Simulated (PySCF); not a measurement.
## How methods differ on the excitation energy of Te

Te [Kr] 4d10 5s2 5p4 (3P) → Te [Kr] 4d10 5s2 5p3 5d1 (5D), as a difference of total energies. Computed with PySCF 2.14 in aug-cc-pVQZ-DK3 (9s8p6d3f2g, 102 functions), with scalar relativity by spin-free X2C-1e. Correlated levels: valence: [Kr] 4d10 frozen. The calculations carry no spin-orbit coupling.

Problem. Order these methods by the excitation energy they give, lowest first.
A. MP2 (valence)
B. r2SCAN
C. LDA
D. SCS-MP2 (valence)

Solution. A (6.748 eV), B (6.806 eV), C (6.904 eV), D (6.939 eV).

Errors of the correlated levels include the incompleteness of this basis and the frozen core.

The promoted electron is Rydberg-like, and one or two diffuse shells describe it only roughly, which tends to raise the upper state.

For comparison: 6.655 eV (measured; NIST levels, between the centres of gravity of the two terms).
